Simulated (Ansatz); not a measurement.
Basis sets compared for the cluster LiPt₃ (the lowest doublet isomer of a short search). Charge 0, multiplicity 2. Geometry PBE-D4/def2-TZVP. Ansatz on 4 threads of Arm Neoverse V1 on a shared host; times are rough, and most runs start from earlier orbitals.

```xyz
4

Li   -0.3829    0.9400   -1.1211
Pt    0.6963   -1.2476   -0.6038
Pt   -1.2826   -0.4256    0.7612
Pt    0.9693    0.7332    0.9637
```

In the def2 sets Pt takes a core potential; there is no spin–orbit coupling. The structure comes from a short search, and lower isomers may exist.

Binding counts from free atoms (Li doublet, Pt triplet) in the same basis, without a counterpoise term.

```json
{"level": "PBE-D4/def2-SVP", "functions": "105", "energy (Eh)": "-365.7277", "HOMO (eV)": "-4.25", "LUMO (eV)": "-3.65", "binding per atom (eV)": "2.61", "wall time": "3.4 s"}
{"level": "PBE-D4/def2-TZVP (with forces)", "functions": "134", "energy (Eh)": "-365.7566", "HOMO (eV)": "-4.22", "LUMO (eV)": "-3.63", "binding per atom (eV)": "2.65", "wall time": "3.9 s"}
{"level": "r2SCAN-D4/def2-TZVP", "functions": "134", "energy (Eh)": "-365.7763", "HOMO (eV)": "-4.33", "LUMO (eV)": "-3.39", "binding per atom (eV)": "2.58", "wall time": "24 s"}
{"level": "PBE0-D4/def2-SVP", "functions": "105", "energy (Eh)": "-365.5432", "HOMO (eV)": "-5.22", "LUMO (eV)": "-2.63", "binding per atom (eV)": "2.27", "wall time": "4.3 s"}
{"level": "PBE0-D4/def2-TZVP", "functions": "134", "energy (Eh)": "-365.5722", "HOMO (eV)": "-5.20", "LUMO (eV)": "-2.63", "binding per atom (eV)": "2.32", "wall time": "8 s"}
```

(1) Estimate the rows for PBE-D4/def2-TZVPD, r2SCAN-D4/def2-TZVPD, PBE0-D4/def2-TZVPD.

## Answers

(1) 
| level | functions | energy (Eh) | HOMO (eV) | LUMO (eV) | binding per atom (eV) | wall time |
| --- | --- | --- | --- | --- | --- | --- |
| PBE-D4/def2-TZVPD | 146 | -365.7573 | -4.23 | -3.64 | 2.66 | 4.4 s |
| r2SCAN-D4/def2-TZVPD | 146 | -365.7770 | -4.33 | -3.39 | 2.59 | 28 s |
| PBE0-D4/def2-TZVPD | 146 | -365.5729 | -5.20 | -2.65 | 2.32 | 6 s |
